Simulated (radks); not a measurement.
Se1.5+, 32.5 electrons, occupied as [Ar] 3d10 4s2 4p(up 2, down 0.5) (fractional occupations, a model configuration). Calculated with a radial shooting solver on a logarithmic mesh with Libxc functionals: scalar-relativistic Kohn-Sham, SCAN, spin-polarised, spherical densities, finite nucleus; meta-GGA in the generalised Kohn-Sham scheme; Fermi nuclear charge, rms radius 4.14 fm.

X-ray form factor f0, the Fourier transform of the density (f0(0) = 32.5):

sin(theta)/lambda (1/angstrom)  f0 (electrons)
0.05                                    32.015
0.1                                     30.704
0.15                                    28.906
0.2                                     26.960
0.25                                    25.083
0.3                                     23.358
0.4                                     20.322
0.5                                     17.647
0.6                                     15.241
0.8                                     11.366
1                                        8.822
1.25                                     7.037
1.5                                      6.060
2                                        4.773
